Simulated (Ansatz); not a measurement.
The same path of C2H6N2Si (11 atoms, charge 0, multiplicity 1) was run twice with different band settings. The coordinate that changes most is the angle C1–N2–C3.

Theory: RKS PBE0-D4/6-31G (Ansatz).

Relaxed end points:

```xyz
11
Properties=species:S:1:pos:R:3
C -1.535 1.801 -0.873
N -0.910 0.861 -1.473
C -0.279 -0.171 -0.762
N 0.458 0.047 0.260
Si 1.401 -1.218 1.140
H -1.674 1.821 0.212
H -1.945 2.620 -1.457
H -0.450 -1.151 -1.223
H 1.178 -2.604 0.572
H 2.858 -0.875 1.053
H 0.963 -1.188 2.573
```

```xyz
11
Properties=species:S:1:pos:R:3
C -1.528 1.806 -0.872
N -0.906 0.866 -1.474
C -0.280 -0.171 -0.767
N 0.452 0.040 0.261
Si 1.395 -1.223 1.141
H -1.933 2.629 -1.453
H -1.671 1.822 0.213
H -0.449 -1.148 -1.234
H 1.174 -2.611 0.577
H 2.852 -0.877 1.053
H 0.959 -1.190 2.575
```

Common settings: movable images 5; climbing image yes; spring 5.0 eV/Å²; optimiser quadratic models (default); start path IDPP; iteration limit 60; end points relaxed.

| run | force threshold |
| --- | --- |
| 1 | 0.05 eV/Å |
| 2 | 0.2 eV/Å |

**Question.** What does each run give, and how far can it be trusted?

**Answer.** Run 1: converged after 24 iterations, highest image 0.438 eV above the first end. The profile has 2 maxima (images 1, 4) with wells between them (image 2): this band takes more than one step, which may be the mechanism or a detour left from its start path. A vibrational analysis at the climbing image gives one clearly imaginary mode, 303i cm⁻¹: a first-order saddle point.
Run 2: converged after 17 iterations, highest image 0.459 eV above the first end. The threshold of 0.2 eV/Å is loose, so the images may lie well off the minimum-energy path. The profile has 2 maxima (images 1, 4) with wells between them (image 2): this band takes more than one step, which may be the mechanism or a detour left from its start path. The order of the stationary point at the top wasn't checked.
Limits of this set-up: no polarisation functions.
